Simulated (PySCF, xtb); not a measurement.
**Relaxing a trial structure of H4O2SSi**

The starting geometry of this gas-phase singlet was built from a drawn formula by distance geometry and a force field; its bonds are those of `O=[SH][SiH2]O`.

```
atom    x (Å)    y (Å)    z (Å)
   O  -2.8626  -0.4475   1.7993
   O  -2.2315  -2.5812  -0.0658
   S  -1.7292   0.1975   1.1726
  Si  -1.1314  -1.3619  -0.2366
   H  -0.7547  -0.0478   2.1308
   H  -1.2040  -0.8049  -1.6440
   H   0.2260  -1.8369   0.0878
   H  -2.9235  -2.3801   0.5731
```

Q: Predict what it relaxes into with r2SCAN-D4/def2-SVP.

A: It keeps its bonds, and is `O=[SH][SiH2]O`.

The energy falls by 0.62 eV over 12 steps:

| step | E − E(last) (eV) |
| --- | --- |
| 1 | 0.623 |
| 2 | 0.140 |
| 3 | 0.037 |
| 5 | 0.003 |
| 6 | 0.001 |
| 7 | 0.000 |
| 8 | 0.000 |
| 10 | 0.000 |
| 11 | 0.000 |
| 12 | 0.000 |

Final geometry (Å):

```xyz
8

O    -2.9737   -0.4764    1.5703
O    -2.1848   -2.3893    0.0847
S    -1.6896    0.2732    1.1286
Si   -1.0050   -1.3569   -0.3690
H    -0.6707   -0.0703    2.0212
H    -1.1097   -0.7952   -1.7418
H     0.3865   -1.7835   -0.0641
H    -2.7534   -1.8768    0.7599
```

From the same start GFN2-xTB ends elsewhere, differing in O1–H8 (1.00 against 1.63 Å here), O2–H8 (1.71 against 1.02 Å here).

The end wasn't checked by frequencies. Run with PySCF 2.14.0, 78 s on 2 threads of Intel(R) Xeon(R) Platinum 8488C (Sapphire Rapids), with other jobs on the host.
